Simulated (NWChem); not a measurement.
Species: C4H4F2; SMILES CC=C=C(F)F

Question: Give the equilibrium geometry at PBE0/def2-SVP (NWChem) as an XYZ file, with the point group.

Answer: point group Cs; any orientation.
```
10

C      0.4925    -2.6354     0.0000
C     -0.5373    -1.5501     0.0000
C     -0.2966    -0.2606     0.0000
C     -0.0536     1.0213     0.0000
F      0.0845     1.7659     1.0785
F      0.0845     1.7659    -1.0785
H      0.3660    -3.2816     0.8841
H      1.5132    -2.2310     0.0000
H      0.3660    -3.2816    -0.8841
H     -1.5879    -1.8798     0.0000
```
